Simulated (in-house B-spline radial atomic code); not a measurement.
## RPBE excitations of Re VIII (Re7+)

Method: RPBE. Computed with a B-spline radial code for spherical atoms: linear response of the closed shell [Xe] 4f14 with the functional's adiabatic kernel; scalar-relativistic (spin-free one-electron X2C), finite nucleus, no spin-orbit coupling, no double excitations, S, P, D and F terms only; shells from n = 3 respond. Only terms of natural parity with L up to 3 were computed.

Spin-orbit coupling is strong here, so these LS terms don't match observed levels.

Command:
```bash
python run_td.py task.json out
```
Settings (radii: box in bohr, nucleus in fm):
```
Z                        75
electrons                68
configuration            [Xe] 4f14
hamiltonian              x2c
method                   rpbe,pbe
box_radius               12.81
rms_radius               5.3698
intervals                69
```

Cost of the run: 6.1 s on 1 thread of Arm Neoverse N1 (shared host).

The lowest states, in the order of their Tamm-Dancoff energies; the method's threshold (minus the highest occupied level) is 138.18 eV. Labels give the largest channel, * marks a mixed state, and oscillator strengths are full-response dipole values. Semilocal kernels can invert the small singlet-triplet splittings of Rydberg terms. Energies in eV:

```tsv
state	full response	Tamm-Dancoff	oscillator strength
5p → 5d 3P*	46.53	46.64	-
5p → 5d 3F	47.22	47.32	-
4f → 5d 3P*	48.73	48.74	-
4f → 5d 3F	?	?	-
4f → 5d 1F	49.19	49.20	-
5p → 5d 1F	?	?	-
4f → 5d 1P	50.21	50.36	0.0127
5p → 5d 1P	59.63	61.50	5.37
4f → 6s 3F	64.00	64.01	-
5p → 6s 3P	64.08	64.09	-
4f → 6s 1F	64.20	64.20	-
5p → 6s 1P	64.93	65.01	1.46
5p → 6p 3S	76.02	76.04	-
4f → 6p 3D*	76.23	76.24	-
5p → 6p 3D*	76.56	76.57	-
4f → 6p 1D	76.68	76.69	-
5p → 6p 1D	76.94	76.95	-
5p → 6p 1S	79.09	79.21	-
```

Problem. Where does 4f → 5d 3F lie?

Solution. At 48.86 eV in full response, 48.86 eV in Tamm-Dancoff.

Problem. Where does 5p → 5d 1F lie?

Solution. At 50.24 eV in full response, 50.29 eV in Tamm-Dancoff.

Problem. How large is the singlet-triplet splitting of 4f → 5d (F terms) in Tamm-Dancoff?

Solution. 0.336 eV, from the unrounded values.

Problem. What polarisabilities and dispersion coefficient does the method give?

Solution. Dipole 1.692 bohr³, quadrupole 1.941 bohr⁵, C6 5.867 hartree·bohr⁶ for two such species.
